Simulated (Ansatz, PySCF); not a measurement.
Pair of molecules: C2H4 (SMILES C=C) (first 6 atoms) with C2H6O (SMILES COC); geometry from B3LYP-D3(BJ)/def2-TZVP, rigid monomers moved along the line of their centres of mass till H5···O8 is 2.20 Å.
(charge 0, multiplicity 1):
```xyz
15

C      0.5184    -0.5038     0.2877
C     -0.3977     0.4366     0.4691
H      0.8600    -0.7904    -0.6998
H      0.9667    -1.0288     1.1230
H     -0.7351     0.7185     1.4592
H     -0.8421     0.9575    -0.3710
C      0.7278     0.7554     3.9029
O     -0.6306     0.4756     3.6430
C     -0.9420    -0.8918     3.7990
H      1.3878     0.2099     3.2166
H      0.9993     0.4912     4.9331
H      0.8739     1.8245     3.7583
H     -0.3613    -1.5165     3.1086
H     -2.0013    -1.0121     3.5781
H     -0.7475    -1.2306     4.8248
```

Interaction energies are E(AB) − E(A) − E(B) at the monomers' geometry in the complex; basis-set methods are counterpoise corrected.

Frozen-core correlation.

Run with Ansatz (Gaussian basis) for Hartree–Fock, density functionals and correlated methods; PySCF for the dispersion terms. Values without a source in brackets are computed.

PBE/def2-TZVPPD gives 11.8 meV for the interaction energy.

Problem. How do the other levels lie against it? Give each less PBE: PBE-D3(BJ)/def2-TZVPPD, r2SCAN/def2-TZVPPD, PBE0/def2-TZVPPD, wB97M-V/def2-TZVPPD, MP2/aug-cc-pVDZ, CCSD(T)/aug-cc-pVDZ.

Solution. PBE-D3(BJ)/def2-TZVPPD -77.6; r2SCAN/def2-TZVPPD -36.9; PBE0/def2-TZVPPD -2.4; wB97M-V/def2-TZVPPD -67.8; MP2/aug-cc-pVDZ -52.4; CCSD(T)/aug-cc-pVDZ -47.8 meV. 0 of 6 lie above PBE; the widest gap is to PBE-D3(BJ)/def2-TZVPPD.

Ansatz is a program for electronic structure.
